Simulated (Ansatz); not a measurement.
Basis-set series for AlF₃H₃P, SMILES `[F][Al-]([F])([F])[PH3+]`. Total charge 0; spin multiplicity 1. The structure was optimised at the PBE0-D4/def2-TZVP level. It is one conformer, not always the lowest.

```csv
functional,basis,functions,energy (Eh),HOMO (eV),LUMO (eV)
PBE0-D4,def2-SVP,93,-884.39538,-9.74,-0.39
PBE0-D4,def2-QZVPP,401,-885.02523,-9.91,-0.78
ωB97M-V,def2-SVP,93,-884.80365,-11.95,1.63
ωB97M-V,def2-QZVPP,401,-885.43861,-12.12,0.68
```

(1) Give the rows for def2-TZVPP. (Best estimate.)

Answers

(1) Computed: 
```tsv
functional	basis	functions	energy (Eh)	HOMO (eV)	LUMO (eV)
PBE0-D4	def2-TZVPP	219	-884.98793	-9.88	-0.72
ωB97M-V	def2-TZVPP	219	-885.40359	-12.09	1.25
```

Positive LUMOs are unbound and depend on the basis.
